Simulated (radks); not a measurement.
Values are calculated unless marked as measured or tabulated.
Q: Level of theory: non-relativistic Kohn-Sham, PBE, spin-polarised, spherical densities, point nucleus; open shells are filled with parallel spins first (spin-orbit coupling, left out, can overturn this in heavy ions) (a radial shooting solver on a logarithmic mesh with Libxc functionals). Response by self-consistent Sternheimer equations with the Hartree and adiabatic LDA kernel. For heavy and open-shell atoms this level of theory can miss by tens of per cent. Rank Nb5+, Nb4+, Nb, Nb3+, Nb6+, Nb2+, Nb+ (NIST ground configurations) by static dipole polarisability, largest first.

A: Nb 96.83, Nb+ 26.27, Nb2+ 11.08, Nb3+ 5.852, Nb4+ 3.531, Nb5+ 2.325, Nb6+ 1.976 bohr^3.
